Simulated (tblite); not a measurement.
Compound: C₆H₇BrClF.
Atom-mapped SMILES: `[CH3:1]/[CH:2]=[CH:3]/[C:4]([Br:5])=[CH:6]\[C@H:7]([F:8])[Cl:9]` (hydrogens: H10, H11, H12 on C1; H13 on C2; H14 on C3; H15 on C6; H16 on C7)

Computed with GFN2-xTB (tblite), gas phase: L-BFGS steps from a force-field or distance-geometry start until the largest atomic force falls under 0.01 eV/Å.

At the end of the run (lengths in Å): C7–Cl9 1.811, C3–C4 1.440, C4–Br5 1.910, C1–C2 1.483, C6–H15 1.079, C2–H13 1.083, C4=C6 1.341, C4–C6–C7 124.8°, F8–C7–Cl9 107.1°, C3–C4–C6 126.4°, C2–C3–C4 126.0°, C1–C2–C3–C4 180°, C2–C3–C4–Br5 3°, C3–C4–C6–C7 1°, H16–C7–C6–C4 168°, H15–C6–C7–F8 -134°.

Problem. These geometries were met on the way; a selection of coordinates is given. Order them by energy above the end point, lowest first.
A. C7–Cl9 1.816, C3–C4 1.443, C4–Br5 1.911, C1–C2 1.482, C6–H15 1.080, C2–H13 1.082, C4=C6 1.340, C4–C6–C7 126.5°, F8–C7–Cl9 107.2°, C3–C4–C6 127.6°, C2–C3–C4 125.0°, C1–C2–C3–C4 178°, C2–C3–C4–Br5 15°, C3–C4–C6–C7 0°, H16–C7–C6–C4 151°, H15–C6–C7–F8 -153°
B. C7–Cl9 1.817, C3–C4 1.443, C4–Br5 1.906, C1–C2 1.485, C6–H15 1.081, C2–H13 1.083, C4=C6 1.341, C4–C6–C7 127.4°, F8–C7–Cl9 107.0°, C3–C4–C6 126.9°, C2–C3–C4 127.2°, C1–C2–C3–C4 180°, C2–C3–C4–Br5 17°, C3–C4–C6–C7 2°, H16–C7–C6–C4 145°, H15–C6–C7–F8 -159°
C. C7–Cl9 1.815, C3–C4 1.441, C4–Br5 1.912, C1–C2 1.483, C6–H15 1.081, C2–H13 1.083, C4=C6 1.341, C4–C6–C7 126.7°, F8–C7–Cl9 107.5°, C3–C4–C6 128.0°, C2–C3–C4 125.6°, C1–C2–C3–C4 179°, C2–C3–C4–Br5 9°, C3–C4–C6–C7 -1°, H16–C7–C6–C4 160°, H15–C6–C7–F8 -144°
D. C7–Cl9 1.766, C3–C4 1.460, C4–Br5 1.891, C1–C2 1.502, C6–H15 1.095, C2–H13 1.097, C4=C6 1.355, C4–C6–C7 129.6°, F8–C7–Cl9 109.4°, C3–C4–C6 124.0°, C2–C3–C4 127.7°, C1–C2–C3–C4 -179°, C2–C3–C4–Br5 15°, C3–C4–C6–C7 4°, H16–C7–C6–C4 141°, H15–C6–C7–F8 -156°
E. C7–Cl9 1.787, C3–C4 1.453, C4–Br5 1.911, C1–C2 1.495, C6–H15 1.082, C2–H13 1.086, C4=C6 1.336, C4–C6–C7 128.4°, F8–C7–Cl9 108.6°, C3–C4–C6 125.9°, C2–C3–C4 128.1°, C1–C2–C3–C4 180°, C2–C3–C4–Br5 16°, C3–C4–C6–C7 4°, H16–C7–C6–C4 141°, H15–C6–C7–F8 -157°

Solution. C (0.014 eV), A (0.026 eV), B (0.043 eV), E (0.073 eV), D (0.122 eV).

```tsv
step	E above end (eV)	rms distance from the end, all atoms (Å)	largest force (eV/Å)	rms shift of all bonds from the end (Å)
42	0.014	0.148	0.082	0.002
24	0.026	0.250	0.071	0.002
7	0.043	0.289	0.147	0.003
1	0.073	0.295	0.611	0.009
0	0.122	0.295	1.301	0.017
```

Rows stand in the order of the answer.
